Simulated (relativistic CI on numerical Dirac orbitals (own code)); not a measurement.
Crystal-field levels of Mn⁵⁺, 3d2

Calculated by Dirac-Coulomb-Breit CI, orbitals from a KLI potential per configuration, QED by a radiative potential, one configuration in a parametric crystal field, unscaled Slater integrals (own radial code). With so little scaling, terms lie 10 to 35 % too far apart, which can change the order of excited levels.

Field parameters in Wybourne normalisation: Td as Oh with Dq negative (B⁴₀ = 21Dq, B⁴₄ = √(5/14) B⁴₀). The field is a parameter set, without covalency.

S is read from ⟨S²⟩ = S(S + 1).

Levels (cm⁻¹, degeneracy): 0 (3), 19153 (1), 19258 (3), 19280 (2), 19475 (3), 21640 (2), 30366 (3), 30408 (2), 30787 (3), 30919 (1), 36770 (1), 40306 (3).

Problem. Which field gives this pattern?
A. Td, 10Dq = -19350 cm⁻¹
B. Td, 10Dq = -8900 cm⁻¹
C. Td, 10Dq = -11000 cm⁻¹
D. Td, 10Dq = -13050 cm⁻¹

Solution. A. Td, 10Dq = -19350 cm⁻¹, ground level with S = 1.00.
